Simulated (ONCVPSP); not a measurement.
## What the settings do to the ONCV potential of Cs

Base potential:

Cs (Z = 55), optimised norm-conserving Vanderbilt (ONCV), made with ONCVPSP 4.0.1 (PBE, fully relativistic). Core [Kr] 4d10, reference 5s2 5p6 5d0.5 6s0.5. Waves: 5s+6s: rc 3.25 bohr, ncon 3, nbas 8, qcut 4.2 1/bohr, 3 projectors, debl 3.4 Ha; 5p: rc 3.00 bohr, ncon 5, nbas 9, qcut 4.8 1/bohr, 2 projectors, debl 3.8 Ha; 5d: rc 3.95 bohr, ncon 3, nbas 6, qcut 2 1/bohr, 1 projector. Local part: polynomial inside 1.95 bohr (lpopt 5, dvloc0 1 Ha). Core correction: Teter function, fcfact 4.75, rcfact 1.7.

Open shells are filled in proportion to 2j + 1.

All-electron outer shells of the reference configuration (PBE, scalar-relativistic, ld1.x):

| shell | level (eV) | outermost node (bohr) | outermost maximum (bohr) |
| --- | --- | --- | --- |
| 4d | -74.31 | 0.33 | 0.72 |
| 5s | -26.77 | 0.82 | 1.54 |
| 5p | -13.57 | 0.89 | 1.79 |
| 6s | -2.14 | 2.11 | 4.74 |
| 5d | -0.47 | 1.06 | 3.51 |

Cutoffs, loose and tight: the cutoffs (Ha) at which the residual kinetic energy of the hardest occupied pseudo-wave falls to 1 and 0.1 mHa per electron. They do not see the model core or the augmentation charge, which bear on the density cutoff. Test errors are all-electron minus pseudo excitation energies from the reference, over the configurations 5s2 5p6 5d0 6s1; 5s2 5p6 5d0 6s0; 5s2 5p6 5d0 6s0.5; 5s2 5p6 5d1 6s0. A dash means not determined; rows that change the core or the reference have their own tests.

| change | outcome | cutoff, loose | cutoff, tight | bound ghosts | GHOST(+) flags above zero | largest test error (meV) |
| --- | --- | --- | --- | --- | --- | --- |
| base | generated | 6.3 Ha | 8.8 Ha | none | s, d5/2, d3/2 | -1.3 |
| p: rc 2.12 | generated | 10 Ha | 32 Ha | none | s, d5/2, d3/2 | -1.1 |
| p: rc 2.64 | generated | 8.1 Ha | 10 Ha | none | s, d5/2, d3/2 | -1.3 |
| p: rc 2.92 | generated | 6.6 Ha | 8.9 Ha | none | s, d5/2, d3/2 | -1.3 |
| p: rc 3.26 | generated | 4.1 Ha | 8.8 Ha | none | s, d5/2, d3/2 | -1.1 |
| p: rc 3.56 | generated | 4.1 Ha | 8.8 Ha | none | s, d5/2, d3/2 | -1.1 |
| p: rc 3.72 | generated | 4.2 Ha | 8.8 Ha | none | s, d5/2, d3/2 | -1.1 |
| p: rc 4.36 | generated | 4.2 Ha | 8.8 Ha | none | s, p3/2, d5/2, p1/2, d3/2 | -6.8 |

Problem. What comes out with this change to the base: p: rc 2.38?

Solution. outcome: generated; cutoff, loose: 9.1 Ha; cutoff, tight: 12 Ha; bound ghosts: none; GHOST(+) flags above zero: s, d5/2, d3/2; largest test error (meV): -1.3.

Problem. What comes out with this change to the base: p: rc 4.12?

Solution. outcome: generated; cutoff, loose: 4.3 Ha; cutoff, tight: 8.8 Ha; bound ghosts: none; GHOST(+) flags above zero: s, p3/2, d5/2, p1/2, d3/2; largest test error (meV): -3.0.

Reading the sweep of the p radius (base included, trends over the rows without a ghost): The loose cutoff is not monotonic: lowest 4.1 Ha at 3.26 bohr, highest 10 Ha at 2.12 bohr. The median size of the test errors (rows with all tests solved) stays near 0.2 meV.
